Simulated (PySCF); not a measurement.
SbF2, SMILES [F][Sb][F], multiplicity 2.

Geometry: B3LYP-D3(BJ)/def2-TZVP. The spin state was assumed, not searched. The isomer is the one that the SMILES or the coordinates give; other isomers of the formula were not compared. The def2 effective core potentials stand for the cores of Sb; spin–orbit coupling is left out.

Method: ωB97X/def2-TZVPD (PySCF).

Isolated molecule, no solvent.

The total energy is -440.07696 hartree, the point group is C2v and the α spin, highest occupied and lowest empty level is -8.50 and 0.15 eV. The β spin, highest occupied and lowest empty level is -12.50 and -1.59 eV, the dipole moment comes out as 3.36 D and the quadrupole, principal values (traceless, Buckingham form, about the centre of nuclear charge) is -3.69, 0.74, 2.95 D·Å. The mean static polarisability comes out as 39.0 bohr³ (5.77 Å³) and the polarisability, principal values comes out as 38.3, 38.4, 40.2 bohr³. The ⟨S²⟩ comes out as 0.753 (pure state 0.75).
